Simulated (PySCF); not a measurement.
Structure problem from calculated spectra and properties.

Formula: C6H7NO.

- 1H NMR: chemical shifts (computed TMS as zero) by class: 8.79 (2 H), 6.79 (2 H), 3.96 (3 H) ppm [GIAO PBE0/pcSseg-1]
- 13C NMR: chemical shifts (computed TMS as zero) by class: 172.8 (1 C), 156.6 (2 C), 113.3 (2 C), 55.5 (1 C) ppm [GIAO PBE0/pcSseg-1]
- Rotational structure: rotational constants A, B, C: 5.375, 1.574, 1.227 GHz [GFN2-xTB]
- NMR, other nuclei: isotropic shieldings of nuclei other than C and H, by class: -69 (1 N), 222 (1 O) ppm [GIAO PBE0/pcSseg-1]
- Dipole: 3.31 D [PBE0/pcSseg-1]

Electronic properties: PySCF, gas phase, density fitting. Levels stand in brackets. The structure is a single GFN2-xTB conformer in the gas phase; no vibrational or solvent corrections. NMR classes are plain means over equivalent atoms (diastereotopic ones count apart unless rotation or inversion swaps them), as if these changed places fast.

Task: Give a SMILES that accounts for the data.

Result: Numbering: `[CH3:1][O:2][c:3]1[cH:4][cH:5][n:6][cH:7][cH:8]1`. Its formula, C6H7NO, gives 4 degrees of unsaturation: 1 ring and 3 π bonds in the structure found (Kekulé form). 6 carbons fall into 4 classes; from least to most shielded: aromatic carbon bearing oxygen [C3] (172.8 ppm), aromatic CH next to a ring nitrogen [C5/C7] (156.6 ppm, 2 C), aromatic CH carbon [C4/C8] (113.3 ppm, 2 C, up to 10.3 ppm apart in this geometry), methoxy carbon [C1] (55.5 ppm). Hydrogen classes from least to most shielded: 2 H on 2 like atoms (aromatic CH next to a ring nitrogen), C5/C7 (8.79 ppm), 2 H on 2 aromatic CH carbons, C4/C8 (6.79 ppm), 3 H on a methoxy carbon, C1 (3.96 ppm, a mean of values up to 0.5 ppm apart in this geometry). The other shieldings belong to: -69 ppm, pyridine-type nitrogen [N6]; 222 ppm, aryl ether oxygen [O2]. The optimised geometry has point group Cs and is an asymmetric top. Structure: `COC1=CC=NC=C1`. Computed isomers that give other values at the same levels: `COc1cccnc1` (13C chemical shifts (computed TMS as zero) by class: 161.9 (1 C), 147.9 (1 C), 135.7 (1 C), 130.6 (1 C), 128.8 (1 C), 56.3 (1 C) ppm); `COC1(CC#N)C=C1` (13C chemical shifts (computed TMS as zero) by class: 132.5 (2 C), 125.3 (1 C), 59.6 (1 C), 55.9 (1 C), 29.7 (1 C) ppm); `CO[C@@]1(C#N)C=CC1` (13C chemical shifts (computed TMS as zero) by class: 152.7 (1 C), 145.3 (1 C), 122.4 (1 C), 72.9 (1 C), 56.4 (1 C), 47.5 (1 C) ppm). The assignments are read from this structure; whether some other isomer fits the data as well wasn't checked.

Conformer computed: `[CH3:1][O:2][c:3]1[cH:4][cH:5][n:6][cH:7][cH:8]1`: C1–O2–C3–C4 180°.
